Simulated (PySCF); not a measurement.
Match the calculated data to a structure.

All candidates are C10H8.

| technique | computed result |
| --- | --- |
| 13C NMR | chemical shifts (computed TMS as zero) by class: 155.3 (1 C), 149.1 (1 C), 140.9 (1 C), 140.9 (1 C), 136.6 (1 C), 133.7 (1 C), 130.5 (1 C), 126.0 (1 C), 125.3 (1 C), 122.5 (1 C) ppm [GIAO PBE0/pcSseg-1] |
| Dipole | 0.52 D [PBE0/pcSseg-1] |
| 1H NMR | chemical shifts (computed TMS as zero) by class: 7.90 (1 H), 7.53 (1 H), 7.53 (1 H), 7.42 (1 H), 7.08 (1 H), 6.63 (1 H), 6.49 (1 H), 6.09 (1 H) ppm [GIAO PBE0/pcSseg-1] |
| Rotational structure | rotational constants A, B, C: 2.776, 1.316, 0.893 GHz [GFN2-xTB] |

Gas-phase values; electronic properties from PySCF, density fitting. Levels stand in brackets. Geometry: GFN2-xTB; no solvent, vibrations or thermal averaging. Each NMR value is the plain mean over a class of atoms that symmetry, rotation or inversion makes alike.

**Question.** Which candidate is it?
A. `c1ccc2cccc-2cc1`
B. `C#C[C@@]12C=C[C@H]3C=C[C@@H]1[C@H]32`
C. `C=C1C=Cc2ccccc21`

**Answer.** C. It is `C=C1C=Cc2ccccc21`. Numbering: `[CH2:1]=[C:2]1[CH:3]=[CH:4][c:5]2[cH:6][cH:7][cH:8][cH:9][c:10]21`. Its formula, C10H8, gives 7 degrees of unsaturation: 2 rings and 5 π bonds in the structure found (Kekulé form). 10 carbons fall into 10 classes; from least to most shielded: fully substituted alkene carbon [C2] (155.3 ppm), substituted aromatic carbon [C5] (149.1 ppm), alkene CH carbon [C4] (140.9 ppm), substituted aromatic carbon [C10] (140.9 ppm), alkene CH carbon [C3] (136.6 ppm), aromatic CH carbon [C7] (133.7 ppm), aromatic CH carbon [C8] (130.5 ppm), aromatic CH carbon [C6] (126.0 ppm), aromatic CH carbon [C9] (125.3 ppm), terminal =CH2 carbon [C1] (122.5 ppm). Hydrogen classes from least to most shielded: 1 H on an aromatic CH carbon, C9 (7.90 ppm), 1 H on an aromatic CH carbon, C7 (7.53 ppm), 1 H on an aromatic CH carbon, C6 (7.53 ppm), 1 H on an aromatic CH carbon, C8 (7.42 ppm), 1 H on an alkene CH carbon, C4 (7.08 ppm), 1 H on an alkene CH carbon, C3 (6.63 ppm), 1 H on a terminal =CH2 carbon, C1 (6.49 ppm), 1 H on a terminal =CH2 carbon, C1 (6.09 ppm). The optimised geometry has point group Cs and is an asymmetric top.

The others, at the same levels:
- `C#C[C@@]12C=C[C@H]3C=C[C@@H]1[C@H]32` fails: its computed 13C shifts are 140.0 (1 C), 137.8 (1 C), 129.1 (1 C), 126.5 (1 C), 90.7 (1 C), 74.6 (1 C), 60.2 (1 C), 57.4 (1 C), 57.2 (1 C), 45.3 (1 C) ppm, 1H shifts are 6.02 (1 H), 5.94 (1 H), 5.31 (1 H), 5.22 (1 H), 3.37 (1 H), 3.12 (1 H), 3.08 (1 H), 1.64 (1 H) ppm and rotational constant A is 3.184 GHz (against 2.776 GHz).
- `c1ccc2cccc-2cc1` fails: it has 6 carbon classes against 10; its computed 13C shifts are 144.8 (1 C), 144.2 (2 C), 144.1 (2 C), 143.6 (1 C), 127.4 (2 C), 123.0 (2 C) ppm, 1H shifts are 8.75 (2 H), 8.36 (1 H), 8.14 (1 H), 7.77 (2 H), 7.58 (2 H) ppm and dipole moment is 1.11 D (against 0.52 D).
